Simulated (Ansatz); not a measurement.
Born–Oppenheimer molecular dynamics of ClHOZn (4 atoms, charge 0, multiplicity 1). It goes on from the last frame of an earlier run, with new velocities.

Method: RKS PBE-D4/def2-SVP (Ansatz 0.2.0).

```
ensemble                      : NVE (velocity Verlet)
time step                     : 0.5 fs
steps asked                   : 150
starting velocities drawn for : 200 K
seed                          : 428592
```

First frame:

```xyz
4
Properties=species:S:1:pos:R:3
Zn 0.013 0.013 0.043
Cl -0.004 -0.038 2.134
O 0.019 -0.171 -1.736
H 0.193 -1.094 -1.816
```

Problem. How far do the bonds stretch over the last three quarters of this one trajectory? (Pairs bonded in most of those frames.)

Solution. 
| bond | mean (Å) | spread (Å) | shortest | longest |
| --- | --- | --- | --- | --- |
| Zn1–Cl2 | 2.129 | 0.046 | 2.04 | 2.18 |
| Zn1–O3 | 1.785 | 0.019 | 1.76 | 1.81 |
| O3–H4 | 0.980 | 0.031 | 0.93 | 1.03 |

Mean temperature of the second half: 295 K. The conserved energy stayed within 0.29 meV per atom of its start (net change 0.033 meV per atom), so the integration is sound. The kinetic energy rose, since the run started high on the potential surface and went downhill. A run of 0.075 ps of so small a system gives no equilibrium averages.

The run took 3.2 min on 1 thread of Arm Neoverse V2 (shared host), peak memory 0.11 GiB.
